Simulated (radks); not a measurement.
Values are calculated unless marked as measured or tabulated.
Numerical settings for the chromium ion Cr3+, [Ar] 3d3. Code: a radial shooting solver on a logarithmic mesh with Libxc functionals. Model: Dirac Kohn-Sham, PBE, spin-unpolarised, spherical densities, point nucleus; open shells fill j = l - 1/2 first. The defaults (mesh step 0.008 in ln r, mesh end at 40 bohr or more with all orbitals vanishing there, Anderson mixing 0.5 over 9 steps, residual threshold near 1e-9 with the energy settled to 1e-9 hartree or 1e-11 of itself, here a cap of 75 iterations) give E = -1048.5770 hartree and 3d3/2 at -39.157 eV in 15 iterations. Run on one thread of a shared host, so times are rough (Arm Neoverse N1): 0.12 s of CPU time, 0.12 s wall, 15 iterations on 2476 mesh points. Changes against that run (0 stands for a change within the tolerance of the run):

\begin{tabular}{lrrrrr}
setting & iterations & converged & E (mhartree) & e(3d3/2) (meV) & CPU (s) \\ \hline
mesh step in ln r 0.012 & 15 & yes & 0 & 0 & 0.09 \\
mesh step in ln r 0.02 & 15 & yes & 0 & 0 & 0.06 \\
mesh step in ln r 0.005 & 15 & yes & 0 & 0 & 0.18 \\
mesh end (bohr) 5 & 15 & yes & +0.364 & +22 & 0.11 \\
mesh end (bohr) 2 & 13 & yes & +1.51e+03 & +1.71e+04 & 0.1 \\
residual threshold 0.001 & 9 & yes & 0 & -0.285 & 0.09 \\
residual threshold 1e-05 & 10 & yes & 0 & -0.126 & 0.09 \\
mixing 2.5 & 13 & yes & 0 & 0 & 0.11 \\
linear mixing, mixing 0.5 & 30 & yes & 0 & 0 & 0.18 \\
linear mixing, mixing 1 & 75 & no & 0 & -0.548 & 0.47 \\
mixing history 3 & 18 & yes & 0 & 0 & 0.13 \\
iteration cap 8 & 8 & no & 0 & -0.285 & 0.06 \\
\end{tabular}

Settings that end as converged yet miss the energy by more than 1 mhartree: mesh end (bohr) 2 (+1.51 hartree). A mesh that ends early acts as a hard wall.
